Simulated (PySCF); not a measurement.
## Tb(NH2)3 relaxed at several levels

Computed with PySCF 2.14.0, def2-SVP on the ligands, density fitting, scalar-relativistic core potentials, no spin-orbit coupling, vacuum. Each row is relaxed at its own level from the same template. Distances are means of the shortest metal–ligand contacts, charges and spins Mulliken's; removal energies are rigid, with the ligand's formal charge and no counterpoise, so too large; for an anion taken off a cation in vacuum most of it is the attraction of opposite charges, and multiply charged cations can part far more cheaply with an electron moved from ligand to metal. lcecp potentials hold a fixed number of 4f electrons in the core, out of states, spins and gaps.

```
level      basis on the metal  point group  M–NH2 (Å)  charge on M (e)  dipole (D)  removal of one NH2 (eV)  unstable modes (below −25 cm⁻¹)
 BP86  lcecp-1-SVP with ECP54          D3h      2.225             0.86        0.00                    10.09                                4
```

Q: What does the calculation give for PBE0, lcecp-1-SVP with ECP54?

A: point group: nearly C3v, M–NH2 (Å): 2.186, charge on M (e): 0.92, dipole (D): 0.22, removal of one NH2 (eV): 10.61, unstable modes (below −25 cm⁻¹): not given.
```xyz
10

Tb   -0.0062    0.0113   -0.0844
N     2.1782    0.0017    0.0058
H     2.8003    0.8013    0.1335
H     2.7963   -0.8094   -0.0478
N    -1.0970    1.8863    0.1902
H    -0.6980    2.8158    0.3289
H    -2.1076    2.0215    0.2363
N    -1.0887   -1.8811   -0.2384
H    -2.0979   -2.0343   -0.2081
H    -0.6794   -2.8132   -0.3160
```

Members with unstable modes aren't minima as they stand: saddle points kept by symmetry or, where the modes are soft, flat surfaces and noise. Moved off a saddle point of the template and relaxed again: PBE0. One start shape was tried for each, so a minimum needn't be the lowest isomer.
